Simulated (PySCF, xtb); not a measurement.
BOCl, SMILES ClB=O.

Harmonic wavenumbers (cm⁻¹) from GFN2-xTB (xtb) at its own minimum, in rising order: 363, 363, 645, 2067.

Question: What does PBE-D3(BJ)/def2-TZVP in PySCF give at its own minimum? (An estimate is asked for; the answer gives what the named calculation found.)

Answer: 402, 402, 678, 1955. Paired by order, the mean absolute difference is 55 cm⁻¹ and the zero-point energies are 4.9 and 4.9 kcal/mol.
